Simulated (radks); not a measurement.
Isoelectronic series with 35 electrons, each ion in its NIST ground configuration. All-electron calculation, scalar-relativistic Kohn-Sham, PBE, spin-polarised, spherical densities, point nucleus; open shells are filled with parallel spins first (spin-orbit coupling, left out, can overturn this in heavy ions). Program: a radial shooting solver on a logarithmic mesh with Libxc functionals. Total energies (hartree) and mean radii <r> (bohr):

ion,configuration,E (hartree),4p down,4p up
Br,[Ar] 3d10 4s2 4p5,-2606.41965,2.119,2.094
Rb2+,[Ar] 3d10 4s2 4p5,-2980.03836,1.641,1.634
Nb6+,[Ar] 3d10 4s2 4p5,-3810.97372,1.200,1.198
Tc8+,[Ar] 3d10 4s2 4p5,-4268.57565,1.068,1.066
Rh10+,[Ar] 3d10 4s2 4p5,-4754.54830,0.9647,0.9636
Ag12+,[Ar] 3d10 4s2 4p5,-5269.14636,0.8812,0.8804
In14+,[Ar] 3d10 4s2 4p5,-5812.65311,0.8119,0.8113
Sb16+,[Ar] 3d10 4s2 4p5,-6385.37857,0.7532,0.7528
I18+,[Ar] 3d10 4s2 4p5,-6987.65907,0.7028,0.7024
Cs20+,[Ar] 3d10 4s2 4p5,-7619.8575,0.6588,0.6585
La22+,[Ar] 3d10 4s2 4p5,-8282.3642,0.6202,0.6199
Pr24+,[Ar] 3d10 4s2 4p5,-8975.5980,0.5858,0.5856
Pm26+,[Ar] 3d10 4s2 4p5,-9700.0081,0.5551,0.5549
Eu28+,[Ar] 3d10 4s2 4p5,-10456.0757,0.5275,0.5273
Tb30+,[Ar] 3d10 4s2 4p5,-11244.3162,0.5024,0.5022
Ho32+,[Ar] 3d10 4s2 4p5,-12065.2820,0.4796,0.4794
Tm34+,[Ar] 3d10 4s2 4p5,-12919.5653,0.4587,0.4586
Lu36+,[Ar] 3d10 4s2 4p5,-13807.8012,0.4395,0.4394
Ta38+,[Ar] 3d10 4s2 4p5,-14730.6721,0.4218,0.4217
